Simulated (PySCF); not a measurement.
Excitation energy of Sn²⁺ by level of theory

Sn²⁺ [Kr] 4d10 5s2 (1S) → Sn²⁺ [Kr] 4d9 5s2 5p1 (high-spin determinant), as a difference of total energies. Calculation: PySCF 2.14, in x2c-QZVPPall with one added diffuse shell each of s, p, d, f type (14s10p8d5f1g, 128 functions); the spin-free X2C one-electron Hamiltonian (Gaussian nucleus). Correlated levels: valence and next inner shell: [Ar] 3d10 frozen. The calculations carry no spin-orbit coupling.

```csv
method,excitation energy (eV)
UHF,26.007
PBE0,26.720
r2SCAN,26.823
MP2 (valence and next inner shell),27.044
SCS-MP2 (valence and next inner shell),26.894
```

Problem. Estimate what LDA gives.

Solution. 26.888 eV, closest to SCS-MP2 (valence and next inner shell) among the rows shown.

Problem. Estimate what PBE gives.

Solution. 26.704 eV, closest to PBE0 among the rows shown.

A first-order spin-orbit estimate (lowest level to lowest level, LS coupling) adds -0.191 eV.

The determinant of the upper state mixes LS terms, which raises its energy above the lowest term, most at the Hartree-Fock and MP2 levels.
